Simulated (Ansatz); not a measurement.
`BC=NB` + HCl → `B/N=C\Cl` + BH₃  (substitution at a C–B bond)

Gas-phase electronic energies from Ansatz, PBE0-D4/def2-TZVP geometries. CCSD(T)/CBS is the MP2 limit (def2-TZVPP, def2-QZVPP) plus CCSD(T) − MP2 in def2-TZVPP, frozen cores. This one scheme is used for every species. DFT in def2-TZVPP. B3LYP here is the variant with VWN-RPA as its local correlation; programs differ in this. HSE06 is defined as in plane-wave codes.

`BC=NB`:

Cartesian coordinates in Å:
```
B 0.313 -1.635 0.634
C -0.106 -0.684 -0.530
N -0.153 0.564 -0.374
B -0.195 1.891 -0.175
H 0.337 -2.817 0.465
H 0.606 -1.156 1.686
H -0.375 -1.077 -1.519
H -1.217 2.380 0.210
H 0.791 2.534 -0.397
```

HCl:

Cartesian coordinates in Å:
```
Cl 0.287 0.541 0.183
H -0.287 -0.541 -0.183
```

`B/N=C\Cl`:

Cartesian coordinates in Å:
```
B -0.261 -1.154 -0.682
N -0.109 0.044 -0.053
C 0.099 1.092 0.547
Cl 1.481 1.355 1.580
H -0.878 -2.016 -0.130
H 0.211 -1.293 -1.772
H -0.543 1.971 0.509
```

BH₃:

```xyz
4

B     0.000    0.000    0.000
H    -0.966    0.023   -0.700
H     0.988   -0.562   -0.365
H    -0.021    0.539    1.065
```

| level | ΔE (kcal/mol) | difference from CCSD(T)/CBS |
| --- | --- | --- |
| LDA (SPW92) | 13.7 | 1.4 |
| PBE-D4 | 11.8 | -0.5 |
| revPBE-D4 | 11.1 | -1.2 |
| BLYP-D4 | 11.0 | -1.3 |
| r2SCAN-D4 | 11.4 | -0.9 |
| B97M-V | 12.3 | 0.0 |
| PBE0-D4 | 11.5 | -0.8 |
| r2SCAN0-D4 | 11.3 | -1.0 |
| HSE06-D4 | 11.6 | -0.7 |
| ωB97X-V | 10.5 | -1.8 |
| ωB97M-V | 11.4 | -0.9 |
| B2PLYP | 10.9 | -1.4 |
| PBE-QIDH | 11.1 | -1.2 |
| revPBE | 11.2 | -1.1 |
| BLYP | 11.1 | -1.2 |
| r2SCAN | 11.3 | -1.0 |
| PBE0 | 11.6 | -0.7 |
| B3LYP | 11.2 | -1.1 |
| r2SCANh | 11.3 | -1.0 |
| r2SCAN0 | 11.3 | -1.0 |
| HSE06 | 11.6 | -0.7 |
| BHLYP | 11.1 | -1.2 |
| CAM-B3LYP | 11.4 | -0.9 |
| LC-ωPBE | 11.3 | -1.0 |
| RPA@PBE/def2-TZVPP | 11.1 | -1.2 |
| HF/def2-SVP | 11.3 | -1.0 |
| MP2/def2-SVP | 11.6 | -0.7 |
| CCSD/def2-SVP | 13.0 | 0.7 |
| CCSD(T)/def2-SVP | 13.0 | 0.7 |
| HF/def2-TZVPP | 9.8 | -2.5 |
| MP2/def2-TZVPP | 10.4 | -1.9 |
| SCS-MP2/def2-TZVPP | 10.3 | -2.0 |
| CCSD/def2-TZVPP | 12.3 | 0.0 |
| CCSD(T)/def2-TZVPP | 12.1 | -0.2 |
| HF/def2-QZVPP | 9.8 | -2.5 |
| MP2/def2-QZVPP | 10.6 | -1.7 |
| SCS-MP2/def2-QZVPP | 10.5 | -1.8 |
| HF/CBS(def2) | 9.8 | -2.5 |
| MP2/CBS(def2) | 10.6 | -1.7 |
| CCSD/CBS(def2) | 12.4 | 0.1 |
| CCSD(T)/CBS | 12.3 | 0 |

Largest T1 diagnostic among the species: 0.017.

Leaving LDA and LC-ωPBE aside and taking each functional with its dispersion term where it has one, the values spread over 1.8 kcal/mol, from ωB97X-V to B97M-V. LDA lies +1.8 kcal/mol from PBE without D4. At CCSD(T), def2-SVP lies +0.7 kcal/mol from the extrapolated value and def2-TZVPP −0.2 kcal/mol.
